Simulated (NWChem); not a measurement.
System: CH4BClOS; SMILES CSB(O)Cl

Input file for NWChem:

```
start job
memory heap 200 mb stack 900 mb global 1100 mb
geometry units angstroms noautosym nocenter noautoz
  B      0.313635     0.387297     0.000000
  Cl    -0.331248     2.058055     0.000000
  O      1.650899     0.163557     0.000000
  H      2.168570     0.983754     0.000000
  S     -0.864080    -0.982051     0.000000
  C      0.266223    -2.435256     0.000000
  H      0.894676    -2.434154    -0.892041
  H     -0.368473    -3.323818     0.000000
  H      0.894676    -2.434154     0.892041
end
basis spherical
  * library 6-31+g*
end
dft
  xc slater vwn_5
  iterations 150
end
property
  response 1 0.0
end
task dft property
```

The geometry was optimised at B3LYP/6-31G* (spherical d).

Static field.

Problem. What results follow from this input? (LDA (Slater exchange, VWN5)/6-31+G* (spherical d).) Quantities: isotropic polarisability (bohr³); anisotropy (bohr³).

Solution. 
```json
{
  "isotropic polarisability (bohr³)": "62.7",
  "anisotropy (bohr³)": "34.5"
}
```
